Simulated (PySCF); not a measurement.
**Energy of Ca⁺ (calcium, charge +1) between two integer charges**

The 4s alpha orbital of [Ar] 4s1 is emptied in steps (occupation f), with all orbitals relaxed, ending at [Ar]. Computed with PySCF 2.14 in def2-TZVP (6s5p3d, 36 functions), with no relativity, point nucleus. The exact energy is a straight line in f; departures are measured from the line between the end points of the same method.

Question: Among UHF, LDA, PBE, PBE0, BHandHLYP, CAM-B3LYP, BLYP, which shows the largest delocalisation error (convex curve), and which is closest to linear?

Answer: Most convex: BLYP (-0.694 eV at f = 0.5); closest to linear: UHF (0.005 eV).

```tsv
f	UHF (eV)	LDA (eV)	PBE (eV)	PBE0 (eV)	BHandHLYP (eV)	CAM-B3LYP (eV)	BLYP (eV)
1	0.000	0.000	0.000	0.000	0.000	0.000	0.000
0.9	0.002	-0.235	-0.239	-0.175	-0.128	-0.099	-0.251
0.7	0.004	-0.540	-0.559	-0.407	-0.299	-0.230	-0.584
0.5	0.005	-0.631	-0.667	-0.484	-0.356	-0.274	-0.694
0.3	0.004	-0.514	-0.562	-0.407	-0.301	-0.230	-0.581
0.1	0.002	-0.207	-0.237	-0.171	-0.130	-0.100	-0.247
0	0.000	0.000	0.000	0.000	0.000	0.000	0.000
```

```json
{"method": "UHF", "E(f=0) − E(f=1) (eV)": "11.315", "−ε at f=1 (eV)": "11.336", "−ε at f=0.5 (eV)": "11.315"}
{"method": "LDA", "E(f=0) − E(f=1) (eV)": "12.094", "−ε at f=1 (eV)": "9.475", "−ε at f=0.5 (eV)": "12.170"}
{"method": "PBE", "E(f=0) − E(f=1) (eV)": "11.974", "−ε at f=1 (eV)": "9.317", "−ε at f=0.5 (eV)": "11.963"}
{"method": "PBE0", "E(f=0) − E(f=1) (eV)": "11.865", "−ε at f=1 (eV)": "9.923", "−ε at f=0.5 (eV)": "11.863"}
{"method": "BHandHLYP", "E(f=0) − E(f=1) (eV)": "11.875", "−ε at f=1 (eV)": "10.453", "−ε at f=0.5 (eV)": "11.870"}
{"method": "CAM-B3LYP", "E(f=0) − E(f=1) (eV)": "12.018", "−ε at f=1 (eV)": "10.923", "−ε at f=0.5 (eV)": "12.017"}
{"method": "BLYP", "E(f=0) − E(f=1) (eV)": "12.037", "−ε at f=1 (eV)": "9.250", "−ε at f=0.5 (eV)": "12.048"}
```

Reference removal energy between the ground levels: 11.872 eV (measured; NIST Atomic Spectra Database, ionization energies). UHF lacks correlation.
